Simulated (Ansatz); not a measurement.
`[CH3][SnH2][CH2]Cl` + SiH₄ → `[SiH3][SnH2][CH2]Cl` + CH₄  (formal exchange of groups at the Sn–C bond)

Computed with Ansatz on PBE0-D4/def2-TZVP structures; ΔE is electronic, products minus reactants. CCSD(T)/CBS is the MP2 limit (def2-TZVPP, def2-QZVPP) plus CCSD(T) − MP2 in def2-TZVPP, frozen cores. This one scheme is used for every species. DFT in def2-TZVPP. B3LYP here is the variant with VWN-RPA as its local correlation; programs differ in this. def2 core potentials past Kr. For Sn outer-core shells are correlated without core-valence functions, which leaves a few kJ/mol of doubt a bond. Each species was taken in one conformer, which may not be the lowest.

Problem. Is it downhill or uphill in electronic energy at CCSD(T)/CBS, and by how much? (An estimate is asked.)

Solution. Ansatz gave: Downhill: ΔE = -47.1 kJ/mol.

Problem. What do these levels give: PBE0-D4, B3LYP-D4, B2PLYP, SCS-MP2/def2-TZVPP, HF/def2-QZVPP, HF/CBS(def2)? (An estimate is asked.)

Solution. The calculation gave: PBE0-D4 -57.4, B3LYP-D4 -52.5, B2PLYP -47.2, SCS-MP2/def2-TZVPP -40.4, HF/def2-QZVPP -41.7, HF/CBS(def2) -41.6 kJ/mol.

Largest T1 diagnostic among the species: 0.012.
